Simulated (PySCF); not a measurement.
**Zinc: a sound run and one with changed settings**

Sound run: Zn+ [Ar] 3d10 4s1, Zn(2+) [Ar] 3d10. Calculation: PySCF 2.14, in cc-pVTZ-DK (7s6p4d2f1g, 68 functions); scalar relativity by spin-free X2C-1e. The sound run starts from symmetry-adapted Hartree-Fock orbitals and uses a fine grid where one is needed.

A second run was set up differently.

| species | method | sound run (hartree) | changed run (hartree) | converged |
| --- | --- | --- | --- | --- |
| Zn+ | UHF | -1793.98058 | -1793.98050 | no |
| Zn+ | MN15 | -1796.79080 | -1796.79063 | no |
| Zn+ | r2SCAN | -1795.54562 | -1795.54541 | no |
| Zn(2+) | UHF | -1793.36108 | -1793.36108 | no |
| Zn(2+) | MN15 | -1796.13000 | -1796.13000 | no |
| Zn(2+) | r2SCAN | -1794.86476 | -1794.86476 | no |

(1) What was changed?
A. radial grid too coarse
B. a valence shell is frozen
C. basis contracted for another Hamiltonian
D. level shift left on

Answers

(1) D. It used initial guess atom, at most 50 SCF cycles, level shift 10.0 hartree. A level shift slows the SCF but leaves a converged energy unchanged.
